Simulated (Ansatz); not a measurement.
ClH$_{3}$O$_{3}$Sn (`[OH][Sn]([OH])([OH])[Cl]`), charge 0, multiplicity 1.

Give a relaxed structure at PBE0-D4/def2-TZVP (the Gaussian-basis code of Ansatz). (An estimate is asked.)

Ansatz gave: 
Z-matrix (Å, degrees):
```
Sn
O 1 1.939
O 1 1.933 2 105.6
O 1 1.940 2 108.6 3 121.5
Cl 1 2.305 2 113.6 3 -119.4
H 2 0.961 1 113.0 3 -150.0
H 3 0.962 1 111.5 2 3.0
H 4 0.962 1 112.7 2 137.6
```
